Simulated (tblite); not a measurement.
Compound: C₄H₁₀F₂Si.
Structure used (GFN2-xTB), in Å, numbered top down from 1:
```
atom  x, y, z in Å
C1    -2.6157    0.6444   -0.2544
C2    -1.4995    0.0793    0.6103
F3    -1.7720   -1.2609    0.8590
C4    -0.1256    0.1835   -0.0334
Si5    1.2199   -0.6848    0.9994
C6     2.9013   -0.2940    0.1588
F7     3.0647    1.0746    0.0473
H8    -3.5782    0.4864    0.2260
H9    -2.6244    0.1501   -1.2231
H10   -2.4625    1.7096   -0.4003
H11   -1.4992    0.5567    1.5986
H12    0.1124    1.2399   -0.1635
H13   -0.1764   -0.2586   -1.0309
H14    1.0668   -2.1392    1.0047
H15    1.2474   -0.1231    2.3539
H16    3.7500   -0.6568    0.7413
H17    2.9840   -0.6953   -0.8540
```

Calculated harmonic vibrations of the isolated species, GFN2-xTB (tblite), most abundant isotopes, no scaling. This tight-binding method is rough: wavenumbers can miss measured ones by several per cent, in bad cases by 10 to 20. Modes of hydrogen on silicon can be 10 to 20 % off. One conformer, not necessarily the lowest.

Harmonic wavenumbers (cm⁻¹): 32.6, 51.8, 78.2, 109.0, 164.5, 191.1, 280.7, 314.8, 426.2, 450.0, 461.9, 575.3, 652.3, 717.2, 743.7, 753.6, 779.3, 796.0, 873.4, 954.0, 1015.4, 1026.0, 1077.2, 1140.6, 1179.5, 1204.6, 1240.9, 1277.5, 1309.5, 1323.3, 1399.1, 1448.7, 1451.7, 1475.6, 1488.5, 2247.1, 2285.1, 2907.5, 2957.1, 2972.9, 2973.4, 2992.9, 3041.3, 3045.3, 3056.1.

A = 4395, B = 918.3, C = 799.0 MHz; mass 124.052 u (most abundant isotopes); point group C1, symmetry number 1.

Task: What is the zero-point energy?

Result: ½Σν̃ = 28471 cm⁻¹ = 81.40 kcal/mol.

Task: What is S at 400 K and 1 bar for an ideal gas of classical rigid rotors and harmonic oscillators?

Result: Translation 41.85, rotation 29.87, vibration 40.16: S = 111.9 cal/(mol K).

Task: And Cp and H(400 K) − H(0)?

Result: Cp = 45.07 cal/(mol K), of which vibrations give 37.12 (their classical limit is 45 R = 89.4); H(400 K) − H(0) = 11.01 kcal/mol without the zero-point energy, 7.83 from vibrations.

Task: How do the functions run with temperature in this model?

Result: 
```tsv
T (K)	S (cal/(mol K))	Cp (cal/(mol K))	H − H(0) (kcal/mol)	G − H(0) (kcal/mol)	ln q(vib)
150	80.1	23.2	2.45	-9.56	3.90
250	93.9	32.0	5.20	-18.28	6.59
298.15	99.9	36.4	6.85	-22.95	7.82
600	132.8	58.4	21.43	-58.27	15.16
900	159.1	71.2	41.03	-102.20	21.81
```

q(vib) and H(0) count from the zero-point level.

Task: Blend soft modes into free rotors: weight 1/[1 + (100 cm⁻¹/ν̃)⁴] for the oscillator and the rest for a rotor with moment μB/(μ + B), μ = h/(8π²ν), B = 10⁻⁴⁴ kg m². What vibrational entropy results?

Result: 35.56 cal/(mol K) in place of 40.16, which changes −T·S at 400 K by +1.84 kcal/mol.

Task: What must be added to the electronic energy to get the Gibbs energy at 400 K and 1 bar?

Result: ZPE + [H(400 K) − H(0)] − T·S = 81.40 + 11.01 − 44.75 = 47.66 kcal/mol.

Hindered rotation and anharmonicity are outside this model. Other conformers, if any are populated, would add a mixing term that is left out. The structure is chiral; the term R ln 2 for an equal mix with its mirror image is left out.
